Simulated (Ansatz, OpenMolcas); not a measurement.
# InF (SMILES [F][In]): the vertical energy of the triplet above the singlet from total energies

InF has 2 atoms, charge 0, and is taken as a singlet. SMILES: `[F][In]`. The shape is that of a PBE0-D4/def2-TZVP optimisation.

```xyz
2

F     0.0000    0.0000    0.0159
In    0.0000    0.0000    2.0096
```

Both states at this one shape; open shells run unrestricted unless said. 1 Eh = 27.2114 eV.

| level | program | singlet InF (Eh) | triplet InF (Eh) |
| --- | --- | --- | --- |
| M06-2X/def2-TZVPP (core potential) | OpenMolcas | -289.980349 | -289.845909 |
| B2PLYP/STO-3G, 19 core orbitals frozen | Ansatz | -5782.646814 | -5782.532242 |

**Question.** Work out the vertical gap, second state less first, at each level.

**Answer.** 
1. M06-2X/def2-TZVPP (core potential): -289.845909 − (-289.980349) = 0.134440 Eh = 3.66 eV.
2. B2PLYP/STO-3G: -5782.532242 − (-5782.646814) = 0.114572 Eh = 3.12 eV.

No measured value is set beside it here; the levels span 3.12 to 3.66 eV. Spin-orbit coupling, which splits open shells on such heavy atoms by tenths of an eV, is left out. Minimal sets are far from the basis-set limit. All-electron rows are non-relativistic unless named.
